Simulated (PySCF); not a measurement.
**Working out the excitation energy of B**

B [He] 2s2 2p1 (2P) → B [He] 2s2 3s1 (2S). Computed with PySCF 2.14 in aug-cc-pwCVDZ (5s4p2d, 27 functions), with the non-relativistic Hamiltonian (point nucleus). Frozen: nothing. Energies in hartree (1 hartree = 27.21139 eV):

| part | B (lower) | B (upper) |
| --- | --- | --- |
| UHF | -24.530581 | -24.343786 |
| MP2 opposite-spin | -0.060429 | -0.062402 |
| MP2 same-spin | -0.004342 | -0.003437 |

Problem. What does Hartree-Fock give?

Solution. (-24.343786) − (-24.530581) = 0.186795 hartree = 5.083 eV.

Problem. What do MP2 and SCS-MP2 (6/5 opposite-spin, 1/3 same-spin) give?

Solution. The opposite-spin parts differ by -0.054 eV and the same-spin parts by 0.025 eV. MP2: 5.083 + (-0.054) + (0.025) = 5.054 eV. SCS-MP2: 5.083 + 1.2 × (-0.054) + (0.025)/3 = 5.027 eV.

Measured between the centres of the two terms (NIST): 4.963 eV, so MP2 (valence and next inner shell) is off by 0.091 eV.

A double-zeta basis recovers only part of the correlation energy.

What remains against the reference includes basis incompleteness and correlation beyond second order.
